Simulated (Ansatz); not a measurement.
Program: Ansatz. Geometries: PBE0-D4/def2-TZVP. ΔE: electronic, gas phase. CCSD(T)/CBS adds triple-zeta CCSD(T) − MP2 to the extrapolated MP2 energy (def2 sets, frozen cores). DFT in def2-TZVPP. Elements past krypton have def2 core potentials. For Ga, I outer-core shells are correlated without core-valence functions, which leaves a few kJ/mol of doubt a bond. Scalar relativity is left out up to krypton.

Reaction (formal exchange of groups at the Si–C bond): `[SiH3]CI` + `[BH2][GaH][CH3]` → `[BH2][GaH][SiH3]` + `CCI`

`[SiH3]CI`:

```xyz
8

Si   -0.066    0.855    0.428
C     0.317   -0.794   -0.382
I    -1.503   -1.747   -0.984
H    -0.773    1.730   -0.538
H     1.211    1.503    0.839
H    -0.913    0.635    1.627
H     0.812   -1.490    0.294
H     0.916   -0.690   -1.285
```

`[BH2][GaH][CH3]`:

```xyz
9

B     0.566    1.870    0.522
Ga   -0.314    0.316   -0.522
C    -0.194   -1.593   -0.024
H     1.673    2.262    0.277
H     0.003    2.448    1.410
H    -1.164    0.617   -1.823
H     0.440   -1.779    0.842
H    -1.198   -1.971    0.190
H     0.188   -2.170   -0.872
```

`[BH2][GaH][SiH3]`:

Cartesian coordinates in Å:
```
B 0.987 1.610 1.140
Ga 0.887 0.079 -0.232
Si -1.161 -1.148 -0.655
H 0.743 2.745 0.842
H 1.243 1.413 2.294
H 2.122 -0.393 -1.091
H -1.553 -1.010 -2.087
H -2.313 -0.695 0.173
H -0.955 -2.600 -0.384
```

`CCI`:

```xyz
8

C     0.184    0.650    0.472
C    -0.315   -0.400   -0.487
I     0.752   -2.254   -0.283
H    -0.388    1.573    0.331
H     1.238    0.875    0.305
H     0.065    0.332    1.509
H    -0.179   -0.116   -1.528
H    -1.357   -0.661   -0.319
```

(1) Is it downhill or uphill in electronic energy at CCSD(T)/CBS, and by how much? (Best estimate.)

(2) What do these levels give: ωB97X-V, HF/def2-SVP, CCSD/def2-SVP, MP2/def2-TZVPP, MP2/def2-QZVPP, MP2/CBS(def2)? (An estimate is asked.)

Largest T1 diagnostic among the species: 0.014.

Results:

(1) The calculation gave: Uphill: ΔE = +1.2 kcal/mol.

(2) Ansatz gave: ωB97X-V 0.3, HF/def2-SVP -1.7, CCSD/def2-SVP -2.7, MP2/def2-TZVPP 2.6, MP2/def2-QZVPP 2.9, MP2/CBS(def2) 3.0 kcal/mol.

From BLYP to BHLYP (50 % exact exchange), in def2-TZVPP and without D4, ΔE moves by +1.3 kcal/mol. At CCSD(T), def2-SVP lies −4.0 kcal/mol from the extrapolated value and def2-TZVPP −0.4 kcal/mol. Leaving LDA and LC-ωPBE aside and taking each functional with its dispersion term where it has one, the values, not all of them listed here, spread over 3.7 kcal/mol, from PBE-D4 to ωB97M-V.
